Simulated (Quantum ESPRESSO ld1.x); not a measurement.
Values are calculated unless marked as measured or tabulated.
Task: The table gives one normalised radial function P(r) = r R(r) of Tc in [Kr] 4d5 5s2 (r in bohr). Code: ld1.x of Quantum ESPRESSO 7.5. Model: scalar-relativistic Kohn-Sham, LDA (Slater exchange, VWN5 correlation), spin-polarised, spherical densities, point nucleus; open shells are filled with parallel spins first (spin-orbit coupling, left out, can overturn this in heavy ions).

r,P
0.002093,0.0000
0.002417,0.0000
0.002814,0.0000
0.00325,0.0000
0.003753,0.0000
0.004334,0.0001
0.005046,0.0001
0.005827,0.0001
0.00673,0.0002
0.007772,0.0003
0.009048,0.0004
0.01045,0.0006
0.01207,0.0009
0.01394,0.0013
0.01623,0.0020
0.01874,0.0030
0.02164,0.0044
0.02499,0.0064
0.02909,0.0096
0.0336,0.0138
0.03881,0.0197
0.04482,0.0279
0.05217,0.0398
0.06025,0.0550
0.06959,0.0748
0.08036,0.1002
0.09356,0.1336
0.108,0.1716
0.1248,0.2150
0.1441,0.2618
0.1678,0.3110
0.1937,0.3520
0.2238,0.3805
0.2584,0.3887
0.3008,0.3670
0.3474,0.3111
0.4012,0.2180
0.4634,0.0892
0.5395,-0.0780
0.623,-0.2534
0.7195,-0.4289
0.8309,-0.5867
0.9673,-0.7152
1.117,-0.7885
1.29,-0.8100
1.49,-0.7829
1.735,-0.7118
2.003,-0.6170
2.314,-0.5090
2.672,-0.3994
3.111,-0.2921
3.592,-0.2050
4.149,-0.1351
4.791,-0.0829
5.578,-0.0454
6.442,-0.0233
7.439,-0.0107
8.592,-0.0044
10,-0.0015
11.55,-0.0004

Which n and l does it have? It may be an empty orbital.

Result: n = 4, l = 2: the number of nodes gives n - l - 1 = 1, the rise at small r (about r^(l+1), flatter next to the nucleus through relativity) gives l, and the extent must fit the shell. The curve is that of 4d up; the table hardly tells the two spins apart. 4d up: eigenvalue -7.874 eV, 1 radial node at r = 0.504 bohr, <r> = 1.70 bohr, 90 % of the charge inside 2.73 bohr.
